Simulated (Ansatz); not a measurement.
A structure relaxed at r2SCAN-D4/def2-SVP in Ansatz, charge 0, singlet:

```xyz
4

Bi   -0.082   -0.215    0.855
Cl   -0.404   -1.977   -0.844
Cl    2.075    0.690    0.069
Cl   -1.588    1.503   -0.080
```

(1) Give its formula, name or SMILES and point group.

(2) Summarise the bond lengths by kind (pairs closer than 1.2 times the sum of covalent radii, bridged metal pairs left out).

Results:

(1) BiCl3. Point group C3v (tolerance 0.1 Å).

(2) 3 × Bi–Cl 2.47 Å.

In the def2 sets Bi takes a core potential; there is no spin–orbit coupling.
